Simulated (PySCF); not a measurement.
## How methods differ on the ionisation energy of Se

Se [Ar] 3d10 4s2 4p4 (3P) → Se⁺ [Ar] 3d10 4s2 4p3 (4S), as a difference of total energies. Computed with PySCF 2.14 in 6-31G* (5s4p3d, 32 functions), with no relativity, point nucleus. Correlated levels: valence: [Ar] 3d10 frozen. The calculations carry no spin-orbit coupling.

| method | ionisation energy (eV) |
| --- | --- |
| UHF | 8.519 |
| B3LYP | 9.796 |
| PBE0 | 9.620 |
| MP2 (valence) | 8.885 |
| SCS-MP2 (valence) | 8.902 |
| CCSD (valence) | 8.904 |
| CCSD(T) (valence) | 8.915 |

Q: How much does correlation contribute at CCSD(T) (valence)?

A: 8.915 − (8.519) = 0.396 eV, measured against UHF.

These non-relativistic numbers lack the scalar-relativistic shift.

Errors of the correlated levels include the incompleteness of this basis and the frozen core.

For comparison: 9.635 eV (measured; NIST levels, between the centres of gravity of the two terms).
